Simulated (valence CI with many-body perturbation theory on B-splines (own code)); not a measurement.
## Zr³⁵⁺: electric-dipole lines

Method: configuration interaction combined with many-body perturbation theory (CI+MBPT): three valence electrons over a frozen Dirac-Fock core [He], a basis of 11 s, 11 p, 9 d, 7 f, 5 g, 2 h, 1 i functions for each j, with the one-electron correlation potential Σ1, the two-electron term Σ2, the three-electron term Σ3, Breit, model QED; selected CI, second order for the rest (own B-spline code, finite nucleus).

No measured spectrum was set against this ion. As an estimate, large intervals hold to a few tenths of a per cent, small ones and those within an open d or f shell to about a per cent.

Lines 51 to 100 of 264 in falling wavelength, among levels below 3058.3 eV, chosen from the strongest by gf and those to the six lowest levels. Wavelengths and rates use the calculated energies. Electric multipoles are in the length gauge, E1 and E2 with the static RPA response of the core. Weak lines are less certain than strong ones. Lines between different terms over intervals too small for the method are left out, as are lines whose strength nearly cancels. The highest levels of a list are the least certain.

Levels are named by their leading jj configuration (3d3/2^4 stands for four electrons in 3d with j = 3/2), which in mixed levels can hold well under half, so a name can repeat and another be missing. Letters in brackets count levels of one name in rising energy.

| λ vac (Å) | Upper | Lower | A (s⁻¹) | S (a.u.) with core polarisation | S without |
| --- | --- | --- | --- | --- | --- |
| 88.93 | (2s 2p1/2 2p3/2) J=1/2 | (2s^2 2p3/2) J=3/2 | 3.31e+09 | 2.30e-03 | 2.31e-03 |
| 81.54 | (2p1/2 2p3/2^2) J=5/2 | (2s 2p3/2^2) J=5/2 | 1.85e+10 | 2.97e-02 | 2.98e-02 |
| 80.14 | (2p1/2^2 2p3/2) J=3/2 | (2s 2p1/2 2p3/2) J=5/2 | 2.93e+10 | 2.98e-02 | 2.99e-02 |
| 70.54 | (2p3/2^2 3s) J=5/2 | (2s 2p3/2 3s) J=3/2 [b] | 2.65e+10 | 2.76e-02 | 2.76e-02 |
| 70.42 | (2p1/2^2 2p3/2) J=3/2 | (2s 2p1/2 2p3/2) J=3/2 [a] | 1.38e+10 | 9.49e-03 | 9.51e-03 |
| 65.70 | (2p1/2 2p3/2^2) J=3/2 | (2s 2p1/2 2p3/2) J=1/2 | 4.23e+10 | 2.37e-02 | 2.37e-02 |
| 65.07 | (2s 2p3/2^2) J=5/2 | (2s^2 2p3/2) J=3/2 | 2.20e+10 | 1.79e-02 | 1.80e-02 |
| 63.49 | (2p1/2 2p3/2^2) J=3/2 | (2s 2p1/2 2p3/2) J=3/2 [b] | 1.39e+10 | 7.00e-03 | 7.02e-03 |
| 59.90 | (2p3/2^3) J=3/2 | (2s 2p3/2^2) J=3/2 | 1.33e+11 | 5.65e-02 | 5.66e-02 |
| 59.16 | (2p1/2 2p3/2 3d3/2) J=7/2 | (2s 2p1/2 3d5/2) J=5/2 [a] | 2.31e+10 | 1.88e-02 | 1.89e-02 |
| 59.12 | (2p1/2 2p3/2^2) J=5/2 | (2s 2p1/2 2p3/2) J=3/2 [b] | 4.33e+10 | 2.65e-02 | 2.65e-02 |
| 58.87 | (2p1/2 2p3/2 3d5/2) J=9/2 | (2s 2p1/2 3d5/2) J=7/2 | 3.14e+10 | 3.16e-02 | 3.17e-02 |
| 58.53 | (2p1/2 2p3/2 3p3/2) J=5/2 [a] | (2s 2p1/2 3p3/2) J=3/2 [a] | 4.34e+10 | 2.58e-02 | 2.58e-02 |
| 58.47 | (2p1/2 2p3/2 3p3/2) J=7/2 | (2s 2p1/2 3p3/2) J=5/2 | 4.33e+10 | 3.42e-02 | 3.43e-02 |
| 57.44 | (2s 2p3/2 3d5/2) J=7/2 [b] | (2s^2 3d5/2) J=5/2 | 6.86e+10 | 5.13e-02 | 5.15e-02 |
| 57.01 | (2p1/2 2p3/2 3d3/2) J=3/2 | (2s 2p1/2 3d3/2) J=3/2 [a] | 4.94e+10 | 1.81e-02 | 1.81e-02 |
| 56.66 | (2s 2p3/2 3p3/2) J=5/2 [b] | (2s^2 3p3/2) J=3/2 | 7.94e+10 | 4.28e-02 | 4.29e-02 |
| 56.65 | (2p1/2 2p3/2 3p1/2) J=5/2 | (2s 2p1/2 3p1/2) J=3/2 | 4.36e+10 | 2.35e-02 | 2.36e-02 |
| 56.34 | (2p1/2 2p3/2 3s) J=5/2 | (2s 2p1/2 3s) J=3/2 | 4.13e+10 | 2.19e-02 | 2.19e-02 |
| 56.24 | (2s 2p3/2 3d3/2) J=5/2 [b] | (2s^2 3d3/2) J=3/2 | 6.91e+10 | 3.64e-02 | 3.65e-02 |
| 55.72 | (2s 2p3/2 3d3/2) J=3/2 [b] | (2s^2 3d3/2) J=3/2 | 9.26e+10 | 3.16e-02 | 3.17e-02 |
| 55.69 | (2s 2p3/2 3s) J=1/2 | (2s^2 3s) J=1/2 | 1.08e+11 | 1.84e-02 | 1.84e-02 |
| 55.60 | (2s 2p3/2 3p1/2) J=1/2 | (2s^2 3p1/2) J=1/2 | 1.10e+11 | 1.87e-02 | 1.88e-02 |
| 55.53 | (2s 2p3/2 3p3/2) J=3/2 [b] | (2s^2 3p3/2) J=3/2 | 8.08e+10 | 2.73e-02 | 2.74e-02 |
| 55.47 | (2s 2p3/2 3d5/2) J=5/2 [b] | (2s^2 3d5/2) J=5/2 | 9.79e+10 | 4.95e-02 | 4.96e-02 |
| 55.30 | (2s 2p3/2 3p1/2) J=3/2 [b] | (2s^2 3p1/2) J=1/2 | 9.00e+10 | 3.01e-02 | 3.01e-02 |
| 55.12 | (2s 2p3/2 3s) J=3/2 [b] | (2s^2 3s) J=1/2 | 9.83e+10 | 3.25e-02 | 3.26e-02 |
| 54.60 | (2s 2p3/2 3d5/2) J=3/2 [b] | (2s^2 3d5/2) J=5/2 | 1.12e+11 | 3.60e-02 | 3.61e-02 |
| 54.03 | (2s 2p1/2 2p3/2) J=3/2 [b] | (2s^2 2p1/2) J=1/2 | 8.62e+10 | 2.68e-02 | 2.69e-02 |
| 53.37 | (2p1/2 2p3/2^2) J=3/2 | (2s 2p1/2 2p3/2) J=5/2 | 1.14e+10 | 3.43e-03 | 3.44e-03 |
| 52.53 | (2s 2p1/2 2p3/2) J=1/2 | (2s^2 2p1/2) J=1/2 | 1.50e+11 | 2.15e-02 | 2.15e-02 |
| 52.22 | (2p1/2 2p3/2^2) J=1/2 | (2s 2p1/2 2p3/2) J=3/2 [b] | 1.40e+11 | 1.97e-02 | 1.98e-02 |
| 51.30 | (2s 2p3/2^2) J=1/2 | (2s^2 2p3/2) J=3/2 | 1.27e+11 | 1.69e-02 | 1.70e-02 |
| 51.03 | (2s 2p3/2^2) J=3/2 | (2s^2 2p3/2) J=3/2 | 1.92e+11 | 5.03e-02 | 5.05e-02 |
| 50.73 | (2p1/2^2 2p3/2) J=3/2 | (2s 2p1/2^2) J=1/2 | 6.08e+10 | 1.57e-02 | 1.57e-02 |
| 50.25 | (2p1/2 2p3/2^2) J=5/2 | (2s 2p1/2 2p3/2) J=5/2 | 5.43e+10 | 2.04e-02 | 2.05e-02 |
| 48.87 | (2p1/2 2p3/2^2) J=3/2 | (2s 2p1/2 2p3/2) J=3/2 [a] | 7.11e+10 | 1.64e-02 | 1.64e-02 |
| 39.10 | (2p3/2^3) J=3/2 | (2s 2p1/2 2p3/2) J=3/2 [b] | 8.94e+09 | 1.05e-03 | 1.06e-03 |
| 38.50 | (2p1/2 2p3/2^2) J=3/2 | (2s 2p1/2^2) J=1/2 | 4.84e+09 | 5.45e-04 | 5.46e-04 |
| 36.51 | (2s 2p3/2^2) J=3/2 | (2s^2 2p1/2) J=1/2 | 9.59e+09 | 9.22e-04 | 9.24e-04 |
| 5.032 | (2s^2 3p1/2) J=1/2 | (2s 2p1/2 2p3/2) J=3/2 [b] | 6.59e+11 | 8.28e-05 | 8.26e-05 |
| 4.958 | (2s 2p1/2 3s) J=1/2 [a] | (2s 2p1/2 2p3/2) J=3/2 [b] | 6.39e+11 | 7.69e-05 | 7.66e-05 |
| 4.931 | (2s 2p1/2 3s) J=3/2 | (2s 2p1/2 2p3/2) J=3/2 [b] | 1.01e+12 | 2.40e-04 | 2.39e-04 |
| 4.911 | (2p1/2 2p3/2 3s) J=5/2 | (2p1/2 2p3/2^2) J=5/2 | 4.47e+12 | 1.57e-03 | 1.56e-03 |
| 4.908 | (2s 2p1/2 3s) J=1/2 [b] | (2s 2p1/2 2p3/2) J=3/2 [b] | 7.29e+12 | 8.51e-04 | 8.47e-04 |
| 4.905 | (2s^2 3p3/2) J=3/2 | (2s 2p1/2 2p3/2) J=5/2 | 1.32e+12 | 3.08e-04 | 3.07e-04 |
| 4.898 | (2p1/2 2p3/2 3s) J=3/2 [b] | (2p1/2 2p3/2^2) J=5/2 | 8.45e+12 | 1.96e-03 | 1.95e-03 |
| 4.880 | (2s 2p3/2 3s) J=3/2 [b] | (2s 2p3/2^2) J=3/2 | 7.04e+12 | 1.61e-03 | 1.61e-03 |
| 4.859 | (2s 2p1/2 3s) J=3/2 | (2s 2p1/2 2p3/2) J=5/2 | 8.92e+12 | 2.02e-03 | 2.01e-03 |
| 4.858 | (2s 2p3/2 3s) J=3/2 [a] | (2s 2p3/2^2) J=5/2 | 1.11e+13 | 2.51e-03 | 2.50e-03 |
